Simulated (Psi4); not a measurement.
CdI₂, charge +1, doublet, at a GFN2-xTB geometry (such geometries of metal compounds can be far from the true shape) (a state made from the parent by changing its charge; the spin is typed, not shown lowest) (core potentials on Cd, I). Base run: R2SCAN/def2-SVP run with Psi4.

Geometry (Å):
```xyz
3

Cd    -0.0214     0.0099     0.0153
I     -0.2431     2.0747    -1.7016
I      0.2624    -2.0836     1.6878
```
Charge +1, spin multiplicity 2.
Orbitals are unrestricted.
All else is at Psi4's defaults (density fitting).
Base energy -763.18423 Eh.

The base run was repeated with changes; each row names its change, and settings that it needs were set with it.

| change | ΔE vs base (mEh) | SCF cycles | grid points | basis functions |
|---|---|---|---|---|
| base | 0.000 | 22 | 62560 | 83 |
| d_convergence = 1e-10 | 0.000 | 29 | 62560 | 83 |
| d_convergence = 1e-4 | 0.000 | 22 | 62560 | 83 |
| dft_basis_tolerance = 1e-8 | 0.000 | 22 | 60214 | 83 |
| scf_type = cd | -0.137 | 21 | 62560 | 83 |
| dft_pruning_scheme = treutler | 0.000 | 22 | 62560 | 83 |
| dft_spherical_points = 434 | 0.044 | 24 | 89822 | 83 |
| scf_type = disk_df | 0.000 | 22 | 62560 | 83 |
| dft_nuclear_scheme = becke | -0.014 | 20 | 62548 | 83 |
| cholesky_tolerance = 1e-6 (with scf_type cd) | 0.101 | 21 | 62560 | 83 |
| scf_initial_accelerator = none | 0.000 | 19 | 62560 | 83 |
| level_shift = 1.0 | 0.000 | 15 | 62560 | 83 |
| dft_spherical_points = 110 | 1.247 | 17 | 22754 | 83 |

Open shells are given as the SCF converged; they aren't shown to be the lowest states, and a large step between rows can be another state.
